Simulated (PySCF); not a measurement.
BHO, neutral, multiplicity 1. Atoms are numbered in the order given.

```xyz
3

B      0.0000     0.0000    -0.8865
O      0.0000     0.0000     0.3867
H      0.0000     0.0000     1.3394
```
Charge 0, spin multiplicity 1.

Coordinates come from a PBE0-D3(BJ)/def2-TZVPD optimisation. The geometry has at least one imaginary mode, so it is a saddle point at that level.

These are M06-2X/def2-TZVPD (PySCF) values and carry that method's errors.

Computed frontier levels, gap, dipole moment and polarisability:
The highest occupied level comes out as -7.97 eV and the lowest empty level is -0.28 eV. The orbital gap is 7.70 eV and the dipole moment is 3.73 D. The quadrupole, principal values (traceless, Buckingham form, about the centre of nuclear charge) is -0.05, 0.02, 0.02 D·Å and the mean static polarisability comes out as 25.4 bohr³ (3.77 Å³). The polarisability, principal values is 24.2, 24.2, 27.8 bohr³.
